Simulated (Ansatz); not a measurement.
`Cl[SiH2]I` + `C=CNC` → `C=CN(C)[SiH2]Cl` + HI at 600 K and 1 bar (ligand exchange at the Si–I bond).

Computed with Ansatz on PBE0-D4/def2-TZVP structures; ΔE is electronic, products minus reactants. CCSD(T)/CBS adds triple-zeta CCSD(T) − MP2 to the extrapolated MP2 energy (def2 sets, frozen cores). Elements past krypton have def2 core potentials. For I outer-core shells are correlated without core-valence functions, which leaves a few kJ/mol of doubt a bond. One conformer a species, not always the lowest.

```json
{"species": "`Cl[SiH2]I`", "CCSD(T)/CBS energy (Eh)": "-1047.58245", "H − E (kJ/mol)": "88.6", "S (J/(mol·K))": "365.7"}
{"species": "`C=CNC`", "CCSD(T)/CBS energy (Eh)": "-173.03872", "H − E (kJ/mol)": "305.3", "S (J/(mol·K))": "370.2"}
{"species": "`C=CN(C)[SiH2]Cl`", "CCSD(T)/CBS energy (Eh)": "-922.58153", "H − E (kJ/mol)": "355.2", "S (J/(mol·K))": "485.3"}
{"species": "HI", "CCSD(T)/CBS energy (Eh)": "-298.03592", "H − E (kJ/mol)": "31.6", "S (J/(mol·K))": "227.0"}
```

H − E and S are ideal-gas, rigid-rotor, harmonic terms from PBE0-D4/def2-TZVP, for one conformer and one mirror image of each species. 1 Eh = 2625.50 kJ/mol, R = 8.31446 J/(mol·K).

By hand: ΔE, ΔH, ΔS and ΔG.

ΔE = (-922.58153) + (-298.03592) − (-1047.58245) − (-173.03872) = 0.00372 Eh = 9.8 kJ/mol. Δ(H − E) = 355.2 + 31.6 − 88.6 − 305.3 = -7.1, so ΔH = 2.7 kJ/mol. ΔS = 485.3 + 227.0 − 365.7 − 370.2 = -23.6 J/(mol·K). ΔG = 2.7 − 600 × (-23.6)/1000 = 16.9 kJ/mol.

By hand: the equilibrium constant, and the temperature at which ΔG would vanish if ΔH and ΔS stayed fixed.

log₁₀ K = −ΔG/(RT ln 10) = -1.5. ΔH and −TΔS have one sign here, so there is no such temperature. One of them is within its doubt of zero, so this could turn.

TΔS isn't small against ΔH here. A doubt of 5 kJ/mol in ΔE shifts log₁₀ K by 0.4 here. Other conformers and mirror images would add mixing entropy, several J/(mol·K) or more a flexible species. Modes under 60 cm⁻¹, often nearly free rotors, make the harmonic entropy too high. These are equilibria of isolated gas molecules and say nothing of rates. Largest T1 diagnostic: 0.011 (customary marks: 0.02 for closed shells, 0.045 for open ones).
